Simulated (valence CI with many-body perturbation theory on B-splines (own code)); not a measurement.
# E1 transitions of Os⁷⁰⁺

Level of theory: relativistic CI+MBPT: four valence electrons over a frozen Dirac-Fock core [He], radial functions for each j: 11 s, 11 p, 9 d, 7 f, 5 g, 2 h, 1 i, with the one-electron correlation potential Σ1 (screened to all orders), the two-electron term Σ2, the three-electron term Σ3, Breit, model QED; selected single and double excitations, second order for the rest (own B-spline code, finite nucleus).

The last digits are not significant, and no measured levels were compared; by estimate large intervals hold to a few tenths of a per cent, small ones and those within an open d or f shell to about a per cent. Among the levels kept, up to 300 cm⁻¹ of a level comes from second order outside the variational space, and about a tenth of that is noise between levels of different J, which matters for small intervals.

Lines 51 to 100 of 249 in falling wavelength, among levels below 1017.1 Ry, chosen from the strongest by gf and those to the six lowest levels. Wavelengths and rates use the calculated energies. Electric multipoles are in the length gauge, E1 and E2 with the static RPA response of the core. Weak lines are less certain than strong ones. Lines between different terms over intervals too small for the method are left out, as are lines whose strength nearly cancels. The highest levels of a list are the least certain.

Levels are named by their leading jj configuration (3d3/2^4 stands for four electrons in 3d with j = 3/2), which in mixed levels can hold well under half, so a name can repeat and another be missing. Letters in brackets count levels of one name in rising energy.

```tsv
λ vac (Å)	Upper	Lower	A (s⁻¹)	S (a.u.) with core polarisation	S without
21.20	(2s^2 2p1/2 3p3/2) J=2	(2s^2 2p1/2 3s) J=1	1.93e+12	4.53e-02	4.53e-02
21.09	(2s 2p1/2 2p3/2 3p3/2) J=1 [c]	(2s 2p1/2 2p3/2 3s) J=1 [c]	8.54e+11	1.19e-02	1.19e-02
21.03	(2s^2 2p1/2 3p3/2) J=1	(2s^2 2p1/2 3s) J=0	1.35e+12	1.87e-02	1.87e-02
20.98	(2s 2p1/2 2p3/2 3p3/2) J=2 [b]	(2s 2p1/2 2p3/2 3s) J=3	4.78e+11	1.09e-02	1.09e-02
20.96	(2s 2p1/2^2 3p3/2) J=2	(2s 2p1/2^2 3s) J=1	1.87e+12	4.25e-02	4.26e-02
20.89	(2s 2p1/2 2p3/2 3p3/2) J=2 [d]	(2s 2p1/2 2p3/2 3s) J=1 [b]	1.17e+12	2.64e-02	2.64e-02
20.83	(2s^2 2p3/2 3p3/2) J=2	(2s^2 2p3/2 3s) J=1	1.09e+12	2.42e-02	2.42e-02
20.81	(2s 2p1/2 2p3/2 3p3/2) J=1 [c]	(2s 2p1/2 2p3/2 3s) J=0	1.02e+12	1.36e-02	1.36e-02
20.60	(2s 2p1/2 2p3/2 3p3/2) J=1 [d]	(2s 2p1/2 2p3/2 3s) J=1 [b]	1.28e+12	1.66e-02	1.66e-02
20.57	(2s 2p1/2 2p3/2 3p3/2) J=2 [a]	(2s 2p1/2 2p3/2 3s) J=2 [a]	8.66e+11	1.86e-02	1.86e-02
20.54	(2s 2p1/2 2p3/2 3p3/2) J=3 [b]	(2s 2p1/2 2p3/2 3s) J=3	1.13e+12	3.37e-02	3.37e-02
20.50	(2s^2 2p3/2 3p3/2) J=2	(2s^2 2p3/2 3s) J=2	1.07e+12	2.27e-02	2.27e-02
10.04	(2s^2 2p3/2^2) J=2	(2s 2p1/2^2 2p3/2) J=1	2.96e+10	7.40e-05	7.41e-05
9.347	(2s^2 2p3/2^2) J=2	(2s 2p1/2^2 2p3/2) J=2	3.53e+10	7.12e-05	7.13e-05
6.580	(2s 2p1/2 2p3/2^2) J=2 [a]	(2s^2 2p1/2 2p3/2) J=1	3.73e+12	2.63e-03	2.63e-03
6.488	(2s 2p1/2 2p3/2^2) J=3	(2s^2 2p1/2 2p3/2) J=2	3.60e+12	3.39e-03	3.40e-03
6.367	(2s 2p3/2^3) J=2	(2s^2 2p3/2^2) J=2	1.21e+13	7.68e-03	7.69e-03
6.342	(2p1/2^2 2p3/2^2) J=2	(2s 2p1/2^2 2p3/2) J=1	1.11e+13	6.98e-03	6.99e-03
6.332	(2p1/2 2p3/2^3) J=1	(2s 2p1/2 2p3/2^2) J=1 [a]	1.69e+13	6.37e-03	6.38e-03
6.314	(2s 2p1/2 2p3/2 3p3/2) J=2 [c]	(2s^2 2p1/2 3p3/2) J=1	1.41e+13	8.79e-03	8.80e-03
6.302	(2s 2p1/2 2p3/2 3p3/2) J=3 [c]	(2s^2 2p1/2 3p3/2) J=2	1.43e+13	1.24e-02	1.24e-02
6.301	(2p1/2 2p3/2^3) J=2	(2s 2p1/2 2p3/2^2) J=2 [b]	2.19e+13	1.35e-02	1.35e-02
6.294	(2s 2p1/2 2p3/2 3d3/2) J=2 [c]	(2s^2 2p1/2 3d3/2) J=2	1.43e+13	8.82e-03	8.83e-03
6.293	(2p3/2^4) J=0	(2s 2p3/2^3) J=1	4.88e+13	6.01e-03	6.02e-03
6.290	(2s 2p1/2 2p3/2 3d3/2) J=2 [d]	(2s^2 2p1/2 3d3/2) J=1	7.06e+12	4.33e-03	4.34e-03
6.286	(2s 2p1/2 2p3/2 3d3/2) J=1 [d]	(2s^2 2p1/2 3d3/2) J=1	1.16e+13	4.28e-03	4.28e-03
6.275	(2s 2p1/2 2p3/2 3p1/2) J=1 [b]	(2s^2 2p1/2 3p1/2) J=1	1.66e+13	6.07e-03	6.07e-03
6.274	(2s 2p1/2 2p3/2 3s) J=1 [b]	(2s^2 2p1/2 3s) J=1	1.37e+13	5.00e-03	5.00e-03
6.273	(2s 2p1/2 2p3/2 3d3/2) J=3 [c]	(2s^2 2p1/2 3d3/2) J=2	1.35e+13	1.15e-02	1.15e-02
6.267	(2s 2p1/2 2p3/2 3p1/2) J=2 [c]	(2s^2 2p1/2 3p1/2) J=1	1.50e+13	9.10e-03	9.11e-03
6.267	(2s 2p1/2 2p3/2 3d3/2) J=1 [c]	(2s^2 2p1/2 3d3/2) J=2	1.37e+13	5.00e-03	5.01e-03
6.266	(2s 2p1/2 2p3/2 3p1/2) J=1 [c]	(2s^2 2p1/2 3p1/2) J=0	1.58e+13	5.76e-03	5.76e-03
6.265	(2s 2p1/2 2p3/2 3d3/2) J=2 [e]	(2s^2 2p1/2 3d3/2) J=1	7.17e+12	4.35e-03	4.36e-03
6.246	(2s 2p1/2 2p3/2 3p3/2) J=1 [c]	(2s^2 2p1/2 3p3/2) J=1	1.01e+13	3.65e-03	3.65e-03
6.246	(2s 2p1/2 2p3/2 3p3/2) J=2 [d]	(2s^2 2p1/2 3p3/2) J=2	1.38e+13	8.28e-03	8.29e-03
6.244	(2s 2p1/2 2p3/2 3s) J=2 [c]	(2s^2 2p1/2 3s) J=1	1.45e+13	8.71e-03	8.72e-03
6.242	(2s 2p1/2 2p3/2 3s) J=1 [c]	(2s^2 2p1/2 3s) J=0	1.28e+13	4.62e-03	4.62e-03
6.239	(2p1/2^2 2p3/2 3p1/2) J=2	(2s 2p1/2^2 3p1/2) J=1	1.14e+13	6.82e-03	6.83e-03
6.220	(2s 2p1/2 2p3/2 3p3/2) J=1 [d]	(2s^2 2p1/2 3p3/2) J=2	9.53e+12	3.40e-03	3.40e-03
6.216	(2p1/2^2 2p3/2 3s) J=2	(2s 2p1/2^2 3s) J=1	1.12e+13	6.66e-03	6.67e-03
6.213	(2s 2p1/2 2p3/2^2) J=0	(2s^2 2p1/2 2p3/2) J=1	1.28e+13	1.51e-03	1.51e-03
6.196	(2s 2p1/2 2p3/2^2) J=1 [a]	(2s^2 2p1/2 2p3/2) J=2	2.26e+12	7.97e-04	7.98e-04
6.183	(2s 2p1/2^2 2p3/2) J=1	(2s^2 2p1/2^2) J=0	1.63e+13	5.70e-03	5.70e-03
6.169	(2s 2p1/2 2p3/2^2) J=2 [b]	(2s^2 2p1/2 2p3/2) J=2	2.28e+13	1.32e-02	1.32e-02
6.155	(2s 2p1/2 2p3/2^2) J=1 [b]	(2s^2 2p1/2 2p3/2) J=2	1.38e+13	4.77e-03	4.78e-03
6.140	(2s 2p1/2 2p3/2^2) J=1 [a]	(2s^2 2p1/2 2p3/2) J=1	2.28e+13	7.81e-03	7.82e-03
6.129	(2p1/2^2 2p3/2^2) J=0	(2s 2p1/2^2 2p3/2) J=1	2.58e+13	2.94e-03	2.94e-03
6.114	(2s 2p1/2 2p3/2^2) J=2 [b]	(2s^2 2p1/2 2p3/2) J=1	1.74e+12	9.82e-04	9.83e-04
6.100	(2s 2p1/2 2p3/2^2) J=1 [b]	(2s^2 2p1/2 2p3/2) J=1	3.81e+11	1.28e-04	1.28e-04
6.087	(2s 2p3/2^3) J=1	(2s^2 2p3/2^2) J=2	2.24e+13	7.49e-03	7.50e-03
```
